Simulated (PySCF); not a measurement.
# NaBi⁺: one state, many levels of theory

State: ⁴Σ⁻ (quartet), unpaired electrons σ ↑, π ↑↑. Set-up: PySCF, scalar-relativistic core potentials, basis sets Na def2-SVP, Bi def2-SVP with ECP60. De refers to Na⁺ + Bi in their high-spin ground configurations, without counterpoise correction. The functionals are run spin-unrestricted. A positive dipole points towards Bi; it is taken about the centre of mass and depends on that origin.

```json
{"Level": "UHF", "Re (Å)": "3.546", "ωe (cm⁻¹)": "85.9", "De (eV)": "n/a", "μ (D)": "-12.85"}
{"Level": "UHF-MP2", "Re (Å)": "3.505", "ωe (cm⁻¹)": "91.2", "De (eV)": "n/a", "μ (D)": "n/a"}
{"Level": "UHF-SCS-MP2", "Re (Å)": "3.507", "ωe (cm⁻¹)": "90.6", "De (eV)": "n/a", "μ (D)": "n/a"}
{"Level": "UHF-CCSD", "Re (Å)": "3.505", "ωe (cm⁻¹)": "91.5", "De (eV)": "n/a", "μ (D)": "n/a"}
{"Level": "UHF-CCSD(T)", "Re (Å)": "3.501", "ωe (cm⁻¹)": "92.1", "De (eV)": "n/a", "μ (D)": "n/a"}
{"Level": "PBE", "Re (Å)": "3.447", "ωe (cm⁻¹)": "94.2", "De (eV)": "n/a", "μ (D)": "-11.63"}
{"Level": "PBEsol", "Re (Å)": "3.432", "ωe (cm⁻¹)": "94.9", "De (eV)": "n/a", "μ (D)": "-11.66"}
{"Level": "revPBE", "Re (Å)": "3.488", "ωe (cm⁻¹)": "91.5", "De (eV)": "n/a", "μ (D)": "-11.84"}
{"Level": "r²SCAN", "Re (Å)": "3.458", "ωe (cm⁻¹)": "92.2", "De (eV)": "n/a", "μ (D)": "-12.14"}
{"Level": "PBE0", "Re (Å)": "3.439", "ωe (cm⁻¹)": "94.2", "De (eV)": "n/a", "μ (D)": "-11.90"}
{"Level": "r²SCAN0", "Re (Å)": "3.448", "ωe (cm⁻¹)": "92.6", "De (eV)": "n/a", "μ (D)": "-12.20"}
{"Level": "HSE06", "Re (Å)": "3.449", "ωe (cm⁻¹)": "93.6", "De (eV)": "n/a", "μ (D)": "-11.91"}
```

The bond length runs from 3.432 Å (PBEsol) to 3.546 Å (UHF).

Correlated steps freeze 5 core orbitals. These are scalar-relativistic numbers at best; spin–orbit coupling would shift them, the dissociation energy most. The state was picked by a PBE0 search and need not be the measured ground state.
